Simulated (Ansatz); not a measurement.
**Redistribution: CH3Br + C2H2F2 → CH3F + C2H2BrF**

Species: CH3Br (bromomethane) `CBr`, singlet; C2H2F2 (vinylidene fluoride) `C=C(F)F`, singlet; CH3F (fluoromethane) `CF`, singlet; C2H2BrF `C=C(F)Br`, singlet. The partners trade Br for F; both sit on C, so the bond types are kept.

Shapes, held fixed at every level: PBE0-D4/def2-TZVP. Programs: Ansatz 0.2.0. Electronic energies: no zero-point or thermal term.

| level | kind | ΔE (kJ/mol) | less CCSD(T)/def2-TZVPP |
| --- | --- | --- | --- |
| HF/def2-SVP | Hartree–Fock | +55.0 | +14.9 |
| SPW92/def2-TZVPP | LDA | +45.7 | +5.6 |
| r2SCAN0-D4/def2-TZVPP | global hybrid | +46.6 | +6.5 |
| wB97X-V/def2-TZVPP | range-separated hybrid | +42.7 | +2.6 |
| MP2/def2-TZVPP | perturbation theory | +38.1 | -2.0 |
| CCSD/def2-SVP | coupled cluster or CI | +47.9 | +7.8 |
| CCSD/def2-TZVPP | coupled cluster or CI | +41.8 | +1.7 |
| CCSD(T)/def2-TZVPP | coupled cluster or CI | +40.1 | 0.0 |

The highest level, CCSD(T)/def2-TZVPP, gives ΔE = +40.1 kJ/mol; the levels span +38.1 to +55.0. The column of differences is taken from that level and isn't an error. No measured value is set beside it here. Relativity is left out for Br. Outer-core shells of Br are correlated, in sets that cover them unevenly.
